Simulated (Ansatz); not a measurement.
Z-matrix (Å, degrees):
```
Si
Si 1 2.340
H 1 1.487 2 111.3
H 1 1.488 2 109.9 3 120.1
H 1 1.487 2 109.8 3 -120.3
Si 2 2.342 1 112.9 3 64.6
H 2 1.491 1 109.6 3 -57.6
H 2 1.491 1 107.8 3 -174.6
Si 6 2.339 2 111.1 1 -82.2
H 6 1.490 2 109.2 1 38.6
H 6 1.491 2 109.5 1 156.6
Si 9 2.338 6 110.0 2 52.0
H 9 1.491 6 109.8 2 172.6
H 9 1.490 6 109.0 2 -69.0
Si 12 2.339 9 109.4 6 53.5
H 12 1.489 9 108.7 6 -66.6
H 12 1.490 9 110.8 6 174.7
H 15 1.488 12 109.3 9 69.7
H 15 1.488 12 110.0 9 -49.0
H 15 1.487 12 111.6 9 -169.7
```

Charge 0, multiplicity 1.

(1) List the ωB97M-V/def2-TZVPP orbital energies in eV (Ansatz). (Estimate.)

Answers

(1) The calculation gave: Occupied: -1806.95, -1806.95, -1806.91, -1806.91, -1806.89, -1806.89, -148.07, -148.07, -148.04, -148.04, -148.02, -148.02, -102.17, -102.17, -102.17, -102.17, -102.17, -102.17, -102.15, -102.14, -102.14, -102.14, -102.14, -102.14, -102.13, -102.13, -102.12, -102.12, -102.12, -102.12, -19.42, -18.70, -18.11, -17.16, -16.42, -15.72, -13.13, -12.87, -12.53, -12.30, -12.17, -12.11, -11.87, -11.82, -11.31, -10.75, -10.37, -9.92, -9.78. Lowest empty: 1.06, 1.21, 1.38, 1.50, 1.60, 1.82, 1.84, 2.10.
